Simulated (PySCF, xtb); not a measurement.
CH6OTi, SMILES C[O][TiH3], multiplicity 1.

xtb with GFN2-xTB at its own geometry gives an orbital gap of 2.74 eV and a dipole moment of 3.85 D.

Geometry: PBE-D3(BJ)/def2-SVP. The spin state was assumed, not searched.

Task: What does HF/def2-TZVPD run with PySCF give? (An estimate is asked for; the answer gives what the named calculation found.)

Result: gap 12.81 eV (levels -11.76 and 1.05 eV), dipole 1.86 D.
